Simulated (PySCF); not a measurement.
CSi2, SMILES [Si]=C=[Si] (connectivity only; charge and spin as stated), neutral, multiplicity 1. Heavy atoms are numbered as in [Si:1]=[C:2]=[Si:3].

Geometry: r2SCAN-D4/def2-TZVP. The geometry has at least one imaginary mode, so it is a saddle point at that level.

These are PBE/pcSseg-2 in PySCF values and carry that method's errors.

GIAO shieldings, no solvent; atoms alike by connectivity are averaged. δ = σ(ref) − σ: ²⁹Si against TMS (σ = 324.1 ppm); ¹³C against TMS (σ = 181.4 ppm), references at their B3LYP-D3(BJ)/def2-TZVP geometries, non-relativistic.

| nucleus | atoms | count | δ (ppm) |
|---|---|---|---|
| ²⁹Si | Si1 | 2 | 120.3 |
| ¹³C | C2 | 1 | 252.9 |
